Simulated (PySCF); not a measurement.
Zr(Cl)2(OH)(NH2) (Cl2H3NOZr), SMILES [NH2][Zr]([OH])([Cl])[Cl], multiplicity 1.

Coordinates come from a B3LYP-D3(BJ)/def2-SVP optimisation. The multiplicity is an assumed one; no other spin state was optimised. The structure was generated by enumeration; whether it is a known compound was not checked. The def2 effective core potentials stand for the cores of Zr; spin–orbit coupling is left out. The values are those of a single conformer.

Two levels are set side by side: TDA-PBE/def2-SVPD (PySCF) and TDA-PBE0/def2-SVPD (PySCF). Vertical, same geometry. The lowest singlet is HOMO→LUMO 99 % with PBE and HOMO→LUMO 96 % with the other functional; states are paired by order. Differences are taken from unrounded values.

| quantity | TDA-PBE |
|---|---|
| lowest singlet excitation (eV) | 4.33 |
| lowest triplet excitation (TDA) (eV) | 4.19 |

Problem. These are the TDA-PBE values. What does TDA-PBE0 give? (The exact figures need the calculation; the answer reports its results.)

Solution. 
```tsv
quantity	TDA-PBE0	TDA-PBE minus TDA-PBE0
lowest singlet excitation (eV)	4.93	-0.60
lowest triplet excitation (TDA) (eV)	4.78	-0.59
```

Functionals without exact exchange tend to place singlet excitations lower, as here. Differences between two approximate levels are no errors against the true value.

Rough cost on one machine, each run with all the roots and properties that it gave: TDA-PBE0 against TDA-PBE about 3 times.
